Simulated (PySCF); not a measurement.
Isomers of C4H10O3S, one GFN2-xTB conformer each. Single-point energies are computed at PBE0/pcSseg-1 (PySCF, gas phase, no added dispersion term), electronic only.

Question: Rank them by PBE0/pcSseg-1 energy, lowest first (kJ/mol).
A. `[CH3:1][CH2:2][O:3][S:4](=[O:5])(=[O:6])[CH2:7][CH3:8]` with C1–C2–O3–S4 74°, C2–O3–S4–O5 38°, O3–S4–C7–C8 177°
B. `[CH3:1][CH2:2][CH2:3][CH2:4][S:5](=[O:6])(=[O:7])[OH:8]` with C1–C2–C3–C4 -177°, C2–C3–C4–S5 63°, C3–C4–S5–O6 -93°, C4–S5–O8–H 136° (1-butanesulfonic acid)

Answer: B (0.0), A (16.9).

As drawn, the lower has an O–H bond, which the higher lacks. GFN2-xTB itself gives, in the same order: 0.0, 1.9. Both levels put the same isomer lowest.

Question: Which frontier levels, dipoles and rotational constants go with these structures?

Answer: 
| SMILES | HOMO (eV, PBE0/pcSseg-1) | LUMO (eV) | dipole (D) | A, B, C (MHz) |
| --- | --- | --- | --- | --- |
| CCCCS(=O)(=O)O | -8.77 | 0.94 | 3.10 | 3581, 1020, 975.0 |
| CCOS(=O)(=O)CC | -8.43 | 1.14 | 2.90 | 3899, 1133, 1093 |

Question: As an exercise, what shares would exp(−E/RT) give at 500 K from these electronic energies alone (no entropy, no degeneracies)?

Answer: RT = 4.157 kJ/mol: CCCCS(=O)(=O)O 98.3 %, CCOS(=O)(=O)CC 1.7 %.
